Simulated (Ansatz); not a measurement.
Consider the ligand exchange at the Si–O bond: `C=C(F)O[SiH2]C` + `OCO` → `C[SiH2]OCO` + `C=C(O)F`.

Isolated molecules relaxed with PBE0-D4/def2-TZVP in Ansatz; ΔE leaves out vibrations. CCSD(T)/CBS adds triple-zeta CCSD(T) − MP2 to the extrapolated MP2 energy (def2 sets, frozen cores). This one scheme is used for every species. DFT in def2-TZVPP. B3LYP here is the variant with VWN-RPA as its local correlation; programs differ in this. Each species was taken in one conformer, which may not be the lowest.

`C=C(F)O[SiH2]C`:

Cartesian coordinates in Å:
```
C 2.472 -0.534 -1.098
C 1.206 -0.267 -0.832
F 0.215 -0.963 -1.417
O 0.747 0.657 -0.008
Si -0.856 1.037 0.314
C -1.731 -0.357 1.170
H 3.250 0.039 -0.619
H 2.721 -1.322 -1.792
H -0.733 2.226 1.188
H -1.535 1.406 -0.953
H -1.206 -0.646 2.083
H -1.808 -1.230 0.519
H -2.742 -0.045 1.445
```

`OCO`:

Z-matrix (Å, degrees):
```
C
O 1 1.397
O 1 1.396 2 112.9
H 1 1.095 2 105.2 3 -122.5
H 1 1.095 2 112.0 3 118.6
H 2 0.962 1 107.9 3 -61.7
H 3 0.962 1 107.9 2 -61.7
```

`C[SiH2]OCO`:

Cartesian coordinates in Å:
```
C 0.290 -2.274 -0.036
Si -0.341 -0.585 -0.483
O 0.344 0.481 0.587
C 0.428 1.852 0.336
O -0.820 2.440 0.129
H -0.150 -3.030 -0.693
H 0.025 -2.524 0.993
H 1.376 -2.325 -0.133
H -1.826 -0.553 -0.392
H 0.056 -0.198 -1.867
H 0.947 2.295 1.193
H 0.997 2.047 -0.580
H -1.325 2.373 0.945
```

`C=C(O)F`:

```xyz
7

C    -0.797    0.426   -0.564
C     0.118   -0.208    0.145
O     1.306    0.274    0.516
F    -0.064   -1.459    0.584
H    -1.725   -0.067   -0.803
H    -0.610    1.435   -0.898
H     1.772   -0.401    1.020
```

| species | B3LYP-D4 energy (Eh) |
| --- | --- |
| `C=C(F)O[SiH2]C` | -583.29318 |
| `OCO` | -191.04553 |
| `C[SiH2]OCO` | -521.16054 |
| `C=C(O)F` | -253.17611 |

Q: Work out ΔE.

A: ΔE = (-521.16054) + (-253.17611) − (-583.29318) − (-191.04553) = 0.00206 Eh = +1.3 kcal/mol. CCSD(T)/CBS gives +1.2 kcal/mol.

Largest T1 diagnostic among the species: 0.012.
